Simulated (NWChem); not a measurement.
Molecule: InI3; SMILES [In]([I])([I])[I]

```xyz
4

In     0.0000     0.0000     0.0000
I      0.6881    -2.5678     0.0000
I     -2.5678     0.6881     0.0000
I      1.8798     1.8798     0.0000
```
Atoms are numbered in this order, from 1.

Level: PBE0/def2-SVP with def2 effective core potentials on In, I (NWChem), optimised geometry, unscaled harmonic frequencies. def2 effective core potentials on In, I; no spin-orbit coupling.

Q: List the harmonic frequencies with IR intensities, and the thermochemistry.

A: 
```tsv
frequency (cm⁻¹)	IR intensity (km/mol)
47	1.4
47	1.4
65	2.6
148	0.0
232	41.8
232	41.8
```

| Property | Result |
|---|---|
| zero-point energy | 1.1 kcal/mol |
| thermal correction to the enthalpy at 298.15 K (with zero-point energy) | 6.1 kcal/mol |
| heat capacity Cv | 17.4 cal/(mol K) |
| entropy at 298.15 K and 1 atm (symmetry number 6) | 95.3 cal/(mol K) |

Rigid rotor and harmonic oscillator; modes under 100 cm⁻¹ make the entropy uncertain.
